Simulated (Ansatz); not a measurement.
Calculated with Ansatz (gas phase, PBE0-D4/def2-TZVP geometries, no zero-point term in ΔE). CBS: MP2 limit from def2 TZ/QZ plus the TZ coupled-cluster correction, frozen cores. This one scheme is used for every species. DFT in def2-TZVPP. B3LYP here is the variant with VWN-RPA as its local correlation; programs differ in this. One conformer a species, not always the lowest.

`O[SiH2]N[SiH2][AlH2]` → `N[SiH2][AlH2]` + `O[SiH]`  (silylene formation by 1,1-elimination)

`O[SiH2]N[SiH2][AlH2]`:

Cartesian coordinates in Å:
```
O -2.631 1.500 -0.012
Si -2.006 0.048 -0.470
N -0.290 0.028 -0.583
Si 0.859 0.227 0.712
Al 2.883 -1.124 0.343
H -2.410 2.265 -0.544
H -2.500 -0.356 -1.815
H -2.479 -0.868 0.591
H 0.087 -0.087 -1.512
H 0.148 -0.172 1.962
H 1.236 1.663 0.916
H 3.935 -1.381 1.507
H 3.167 -1.743 -1.096
```

`N[SiH2][AlH2]`:

```xyz
9

N    -1.409   -0.644    0.637
Si   -0.484    0.095   -0.625
Al    1.768    0.610    0.212
H    -0.963   -1.304    1.252
H    -2.370   -0.904    0.476
H    -1.204    1.333   -1.047
H    -0.376   -0.719   -1.884
H     2.728    1.613   -0.563
H     2.311   -0.080    1.542
```

`O[SiH]`:

Cartesian coordinates in Å:
```
O 0.061 -0.305 0.712
Si -0.306 0.553 -0.657
H -0.431 -0.032 1.491
H 0.676 -0.216 -1.546
```

```json
{"level": "PBE-D4", "ΔE (kJ/mol)": "248.5", "difference from CCSD(T)/CBS": "-13.6"}
{"level": "r2SCAN-D4", "ΔE (kJ/mol)": "274.1", "difference from CCSD(T)/CBS": "12.0"}
{"level": "PBE0-D4", "ΔE (kJ/mol)": "265.0", "difference from CCSD(T)/CBS": "2.9"}
{"level": "B3LYP-D4", "ΔE (kJ/mol)": "254.2", "difference from CCSD(T)/CBS": "-7.9"}
{"level": "ωB97X-V", "ΔE (kJ/mol)": "267.2", "difference from CCSD(T)/CBS": "5.1"}
{"level": "ωB97M-V", "ΔE (kJ/mol)": "253.4", "difference from CCSD(T)/CBS": "-8.7"}
{"level": "B2PLYP", "ΔE (kJ/mol)": "252.9", "difference from CCSD(T)/CBS": "-9.2"}
{"level": "PBE", "ΔE (kJ/mol)": "238.1", "difference from CCSD(T)/CBS": "-24.0"}
{"level": "r2SCAN", "ΔE (kJ/mol)": "271.2", "difference from CCSD(T)/CBS": "9.1"}
{"level": "PBE0", "ΔE (kJ/mol)": "255.8", "difference from CCSD(T)/CBS": "-6.3"}
{"level": "B3LYP", "ΔE (kJ/mol)": "237.7", "difference from CCSD(T)/CBS": "-24.4"}
{"level": "HF/def2-TZVPP", "ΔE (kJ/mol)": "257.7", "difference from CCSD(T)/CBS": "-4.4"}
{"level": "MP2/def2-TZVPP", "ΔE (kJ/mol)": "274.7", "difference from CCSD(T)/CBS": "12.6"}
{"level": "SCS-MP2/def2-TZVPP", "ΔE (kJ/mol)": "265.0", "difference from CCSD(T)/CBS": "2.9"}
{"level": "CCSD/def2-TZVPP", "ΔE (kJ/mol)": "255.5", "difference from CCSD(T)/CBS": "-6.6"}
{"level": "CCSD(T)/def2-TZVPP", "ΔE (kJ/mol)": "256.7", "difference from CCSD(T)/CBS": "-5.4"}
{"level": "HF/def2-QZVPP", "ΔE (kJ/mol)": "258.5", "difference from CCSD(T)/CBS": "-3.6"}
{"level": "MP2/def2-QZVPP", "ΔE (kJ/mol)": "278.1", "difference from CCSD(T)/CBS": "16.0"}
{"level": "SCS-MP2/def2-QZVPP", "ΔE (kJ/mol)": "268.7", "difference from CCSD(T)/CBS": "6.6"}
{"level": "HF/CBS(def2)", "ΔE (kJ/mol)": "258.7", "difference from CCSD(T)/CBS": "-3.4"}
{"level": "MP2/CBS(def2)", "ΔE (kJ/mol)": "280.1", "difference from CCSD(T)/CBS": "18.0"}
{"level": "CCSD/CBS(def2)", "ΔE (kJ/mol)": "260.9", "difference from CCSD(T)/CBS": "-1.2"}
{"level": "CCSD(T)/CBS", "ΔE (kJ/mol)": "262.1", "difference from CCSD(T)/CBS": "0"}
```

Largest T1 diagnostic among the species: 0.016.

From PBE to PBE0 (25 % exact exchange), in def2-TZVPP and without D4, ΔE moves by +17.7 kJ/mol. The D4 term adds +16.5 kJ/mol with B3LYP and +9.2 kJ/mol with PBE0; it sums over pairs of atoms, weighted by their polarisabilities, and B3LYP, whose exchange is more repulsive, gets the larger term.
